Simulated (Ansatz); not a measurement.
`C[SiH2][SiH2]O` + H₂ → `O[SiH2][SiH3]` + CH₄ at 600 K and 1 bar (hydrogenolysis of the Si–C bond).

Calculated with Ansatz (gas phase, PBE0-D4/def2-TZVP geometries, no zero-point term in ΔE). CBS: MP2 limit from def2 TZ/QZ plus the TZ coupled-cluster correction, frozen cores. This one scheme is used for every species. Each species was taken in one conformer, which may not be the lowest.

```json
{"species": "`C[SiH2][SiH2]O`", "CCSD(T)/CBS energy (Eh)": "-696.24339", "H − E (kJ/mol)": "292.4", "S (J/(mol·K))": "465.4"}
{"species": "H₂", "CCSD(T)/CBS energy (Eh)": "-1.17544", "H − E (kJ/mol)": "43.9", "S (J/(mol·K))": "150.8"}
{"species": "`O[SiH2][SiH3]`", "CCSD(T)/CBS energy (Eh)": "-656.96789", "H − E (kJ/mol)": "201.2", "S (J/(mol·K))": "404.3"}
{"species": "CH₄", "CCSD(T)/CBS energy (Eh)": "-40.46206", "H − E (kJ/mol)": "140.4", "S (J/(mol·K))": "215.7"}
```

H − E and S are ideal-gas, rigid-rotor, harmonic terms from PBE0-D4/def2-TZVP, for one conformer and one mirror image of each species. For small species the MP2-based limit differs from directly extrapolated CCSD(T) by up to some mEh (0.8 for H₂); such offsets cancel only in part. 1 Eh = 2625.50 kJ/mol, R = 8.31446 J/(mol·K).

**Question.** By hand: ΔE, ΔH, ΔS and ΔG.

**Answer.** ΔE = (-656.96789) + (-40.46206) − (-696.24339) − (-1.17544) = -0.01112 Eh = -29.2 kJ/mol. Δ(H − E) = 201.2 + 140.4 − 292.4 − 43.9 = 5.3, so ΔH = -23.9 kJ/mol. ΔS = 404.3 + 215.7 − 465.4 − 150.8 = 3.8 J/(mol·K). ΔG = -23.9 − 600 × (3.8)/1000 = -26.2 kJ/mol.

**Question.** By hand: the equilibrium constant, and the temperature at which ΔG would vanish if ΔH and ΔS stayed fixed.

**Answer.** log₁₀ K = −ΔG/(RT ln 10) = 2.3. ΔH and −TΔS have one sign here, so there is no such temperature.

The number of gas molecules stays the same, so ΔS is small and ΔH decides. A doubt of 5 kJ/mol in ΔE shifts log₁₀ K by 0.4 here. Other conformers and mirror images would add mixing entropy, several J/(mol·K) or more a flexible species. Modes under 60 cm⁻¹, often nearly free rotors, make the harmonic entropy too high. These are equilibria of isolated gas molecules and say nothing of rates. Largest T1 diagnostic: 0.012 (customary marks: 0.02 for closed shells, 0.045 for open ones).

ΔS is within the doubt of such terms, so its sign, and with it that verdict, could turn.
